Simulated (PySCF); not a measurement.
# Mayer bond orders and bond lengths

Species: [TcOCl4]- (charge -1 and singlet state).
Z-matrix (Å and degrees, PBE0-D3(BJ)/def2-SVP geometry), rows numbered from 1:
```
Tc
O   1  1.6140
Cl  1  2.3288  2  107.44
Cl  1  2.3299  2  107.23  3   -90.00
Cl  1  2.3289  2  107.47  3   179.99
Cl  1  2.3298  2  107.19  3    89.99
```

Bond orders from the PBE0/pcSseg-1 (def2-TZVP on Tc) density (PySCF). Isolated species at its PBE0-D3(BJ)/def2-SVP geometry, gas phase. Atoms past krypton carry effective core potentials; spin–orbit coupling is left out. The pcSseg-1 basis has no diffuse functions, a weakness for an anion.

Q: Set the Mayer orders of the bonds beside their lengths.

A: 
| bond | length (Å) | Mayer order |
| --- | --- | --- |
| Tc1–O2 | 1.614 | 2.005 |
| Tc1–Cl3 | 2.329 | 0.925 |
| Tc1–Cl4 | 2.330 | 0.924 |
| Tc1–Cl5 | 2.329 | 0.925 |
| Tc1–Cl6 | 2.330 | 0.924 |

Q: Sum the orders of all bonds at each heavy atom with more than one neighbour.

A: Tc1 5.703. Orders between atoms that aren't bonded are not in these sums.

The Mayer order sums products of elements of PS (density times overlap matrix) between the two atoms' basis functions, so it depends on the basis set.
